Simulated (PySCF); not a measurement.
PySCF job for Si(F)(Cl)(Br)(OH) (BrClFHOSi), SMILES Br[Si](Cl)(O)F, IEF-PCM-B3LYP/def2-SVP. The structure is a stationary point at B3LYP-D3(BJ)/def2-SVP. The structure was generated by enumeration, and PubChem lists no compound with its InChIKey, so it may never have been made. One conformer was computed; it need not be the lowest.

```python
import numpy as np
from pyscf import gto, scf, dft
from pyscf.solvent import pcm

mol = gto.M(
    atom='''
    O    -1.64754213   -1.15624383   -0.48796853
    Si   -0.27525082   -0.60240873    0.20687279
    F    -0.33081907   -0.78375686    1.80721030
    Cl    1.27585145   -1.71072081   -0.50736686
    Br    0.02189898    1.55530488   -0.17753397
    H    -2.44471889   -0.61593203   -0.41843835
    ''',
    basis='def2-SVP',
    charge=0,
    spin=0,
    max_memory=1600,
    verbose=3,
)
mf = dft.RKS(mol, xc='b3lyp').density_fit(auxbasis='def2-universal-jkfit')
mf.grids.level = 3
mf.conv_tol = 1e-9
mf.max_cycle = 100
mf.kernel()
res = {}
for name, eps in {'water': 78.355, 'ethanol': 24.852, 'chloroform': 4.7113}.items():
    s = mf.PCM()
    s.with_solvent.method, s.with_solvent.eps, s.with_solvent.lebedev_order = 'IEF-PCM', eps, 29
    s.kernel(mf.make_rdm1())
    res[name] = (s.e_tot, eps, s.dip_moment(), s.mo_energy, s.converged)
    print(f'{name}: electrostatic solvation free energy {(s.e_tot - mf.e_tot) * 627.509474:.3f} kcal/mol')
```

Log of the run:

```
converged SCF energy = -3499.09245657848

WARN: PCM is an experimental feature. It is still in testing.
Features and APIs may be changed in the future.

converged SCF energy = -3499.10009091938
Dipole moment(X, Y, Z, Debye): -2.00137,  0.96357, -0.58783
water: electrostatic solvation free energy -4.791 kcal/mol

WARN: PCM is an experimental feature. It is still in testing.
Features and APIs may be changed in the future.

converged SCF energy = -3499.09973693519
Dipole moment(X, Y, Z, Debye): -1.98125,  0.95368, -0.58569
ethanol: electrostatic solvation free energy -4.568 kcal/mol

WARN: PCM is an experimental feature. It is still in testing.
Features and APIs may be changed in the future.

converged SCF energy = -3499.09780227035
Dipole moment(X, Y, Z, Debye): -1.87355,  0.90231, -0.57231
chloroform: electrostatic solvation free energy -3.354 kcal/mol
```

Self-consistency was reached.
